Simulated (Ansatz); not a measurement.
Cost and result for the atomization energy of C$_{3}$HF$_{5}$O, SMILES `FC(F)C1(F)OC1(F)F` (10 atoms, 10 bonds).

Z-matrix (Å, degrees):
```
C
F 1 1.345
C 1 1.512 2 109.2
F 1 1.347 2 108.5 3 118.7
H 1 1.093 2 109.3 3 -121.9
F 3 1.329 1 113.1 2 57.1
O 3 1.424 1 115.5 2 -78.5
C 3 1.450 1 123.8 2 -144.2
F 8 1.318 3 121.7 1 -154.2
F 8 1.326 3 123.0 1 -3.5
```

Charge 0, multiplicity 1. All single points use the PBE0-D4/def2-TZVP geometry. It is one conformer, not always the lowest. Program: Ansatz. All runs use 3 threads of an AMD EPYC 7R13 on a shared host and a share of an NVIDIA H100 80 GB. Times are those of one run each, without the atoms' runs, and a repeat can differ threefold. Electronic energies, without spin–orbit coupling; frozen cores. CCSD(T)/CBS adds CCSD(T) − MP2 in def2-TZVPP to the MP2 limit, and its time is that of the two runs behind it. T1 = 0.013. B3LYP takes the VWN-RPA correlation (the form of Gaussian; ORCA's B3LYP/G).

CCSD(T)/CBS is a level of theory with its own doubt, some kJ/mol a heavy atom from the limit and from the frozen cores, so smaller differences don't rank the functionals.

```csv
level,functions,wall time,atomization (kcal/mol),difference from CCSD(T)/CBS,per bond
BLYP-D4/def2-TZVPP,293,1.3 s,1015.1,11.5,1.1
CAM-B3LYP-D4/def2-TZVPP,293,1.4 s,1013.1,9.5,0.9
revPBE-D4/def2-TZVPP,293,1.4 s,1021.9,18.3,1.8
PBE0-D4/def2-TZVPP,293,1.6 s,1019.1,15.5,1.6
B97M-V/def2-TZVPP,293,1.7 s,1008.0,4.4,0.4
CCSD(T)/def2-SVP,131,1.7 s,954.1,-49.5,-5.0
r2SCANh-D4/def2-TZVPP,293,1.9 s,1002.0,-1.6,-0.2
PBE-D4/def2-TZVPP (with forces),293,2.1 s,1069.2,65.6,6.6
ωB97M-V/def2-TZVPP (with forces),293,2.1 s,1012.7,9.1,0.9
MP2/def2-QZVPP,543,2.8 s,1046.7,43.1,4.3
B3LYP-D4/def2-TZVPP (with forces),293,2.9 s,997.0,-6.6,-0.7
CCSD(T)/def2-TZVPP,293,6.5 s,973.0,-30.6,-3.1
CCSD(T)/CBS(def2),–,9.3 s,1003.6,0.0,0.0
```

From BLYP to BHLYP (50 % exact exchange), in def2-TZVPP and without D4, the atomization energy moves by −76.7 kcal/mol: exact exchange takes away binding that semilocal exchange gives to molecules. At CCSD(T), def2-SVP lies −49.5 kcal/mol from the extrapolated value and def2-TZVPP −30.6 kcal/mol: correlation converges slowly with the basis, and small sets miss more of it in the bonded molecule than in its fragments. In def2-TZVPP, CCSD(T) changes the Hartree–Fock value by +322.6 kcal/mol (the triples alone add +26.5 kcal/mol) and MP2 by +378.2 kcal/mol; breaking electron pairs costs correlation energy, which Hartree–Fock lacks.
